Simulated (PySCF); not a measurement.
Compound: C2H6OSi2.
Atom-mapped SMILES: `[OH:1][SiH2:2][C:3]#[C:4][SiH3:5]` (hydrogens: H6 on O1; H7, H8 on Si2; H9, H10, H11 on Si5)

Structure used (PBE0-D3(BJ)/def2-SVP), in Å, numbered top down from 1:
```
atom  x, y, z in Å
O1    -2.8014    0.7067    0.8090
Si2   -2.0114   -0.0529   -0.4381
C3    -0.1909   -0.0419   -0.1665
C4     1.0169   -0.0467    0.0391
Si5    2.8297   -0.0437    0.3300
H6    -2.6002    0.4057    1.6999
H7    -2.3392    0.7140   -1.6652
H8    -2.4218   -1.4810   -0.5795
H9     3.1161    0.6151    1.6371
H10    3.3302   -1.4483    0.3592
H11    3.5051    0.7057   -0.7681
```

Theory: TDDFT PBE0/def2-SVPD, vertical, gas phase, core orbitals frozen in the response in PySCF 2.14.0, density-fitted response routines.

**Question.** What does the calculation give for the low-lying excited states?

**Answer.** 

```json
{"state": "S1", "λ (nm)": "232.2", "E (eV)": "5.34", "f": "0.0001", "main configurations (H = HOMO, L = LUMO)": "H→L (87%)"}
{"state": "S2", "λ (nm)": "217.9", "E (eV)": "5.69", "f": "0.0026", "main configurations (H = HOMO, L = LUMO)": "H-1→L (53%), H→L+1 (41%)"}
{"state": "S3", "λ (nm)": "213.8", "E (eV)": "5.80", "f": "0.0004", "main configurations (H = HOMO, L = LUMO)": "H-1→L+1 (88%)"}
{"state": "S4", "λ (nm)": "183.3", "E (eV)": "6.76", "f": "0.014", "main configurations (H = HOMO, L = LUMO)": "H-2→L (93%)"}
{"state": "S5", "λ (nm)": "170.8", "E (eV)": "7.26", "f": "0.640", "main configurations (H = HOMO, L = LUMO)": "H→L+1 (31%), H-2→L+1 (28%), H-1→L (22%)"}
{"state": "S6", "λ (nm)": "168.1", "E (eV)": "7.38", "f": "0.016", "main configurations (H = HOMO, L = LUMO)": "H→L+2 (93%)"}
{"state": "S7", "λ (nm)": "166.0", "E (eV)": "7.47", "f": "0.077", "main configurations (H = HOMO, L = LUMO)": "H-2→L+1 (47%), H-1→L+2 (41%)"}
{"state": "S8", "λ (nm)": "163.3", "E (eV)": "7.59", "f": "0.029", "main configurations (H = HOMO, L = LUMO)": "H-3→L (62%), H-1→L+2 (10%)"}
{"state": "S9", "λ (nm)": "162.2", "E (eV)": "7.65", "f": "0.290", "main configurations (H = HOMO, L = LUMO)": "H-1→L+2 (31%), H-3→L (17%), H-1→L+3 (14%)"}
{"state": "S10", "λ (nm)": "159.4", "E (eV)": "7.78", "f": "0.0022", "main configurations (H = HOMO, L = LUMO)": "H→L+3 (74%), H-3→L (11%), H→L+4 (9%)"}
```

Triplets, Tamm–Dancoff:

| state | E (eV) | λ (nm) | main configurations (H = HOMO, L = LUMO) |
| --- | --- | --- | --- |
| T1 | 4.42 | 280.5 | H-1→L (53%), H→L+1 (32%) |
| T2 | 4.81 | 258.0 | H→L (65%), H-1→L+1 (23%) |
| T3 | 4.86 | 255.2 | H→L+1 (55%), H-1→L (33%) |
| T4 | 5.50 | 225.3 | H-1→L+1 (70%), H→L (25%) |

The lowest singlet lies at 5.34 eV (232 nm, ultraviolet) and is dark (f under 0.0005); its leading configuration is HOMO→LUMO (87%). The most intense listed level is S5 at 7.26 eV (171 nm, f = 0.640), 1.92 eV above S1. Löwdin shares by element: HOMO carbon 69%, silicon 15% (atoms not listed hold the other 17%); LUMO carbon 49%, silicon 27% (atoms not listed hold the other 24%). The listed states span 2.44 eV, and the widest gap between neighbours is 0.97 eV (S3 to S4). Orbital energies (eV): HOMO-3 -10.02, HOMO-2 -9.22, HOMO-1 -8.36, HOMO -8.20, LUMO -1.08, LUMO+1 -0.70, LUMO+2 0.32. Of the 10 states listed, 6 reach f = 0.01 and 2 stay under 0.0005. All these states lie below the vertical ionisation energy of 10.11 eV (ΔSCF). Singlets were solved by full linear response, triplets in the Tamm–Dancoff approximation.

The run took 2.1 min on one thread of an Arm Neoverse N1, shared host.

One conformer stands for the species.
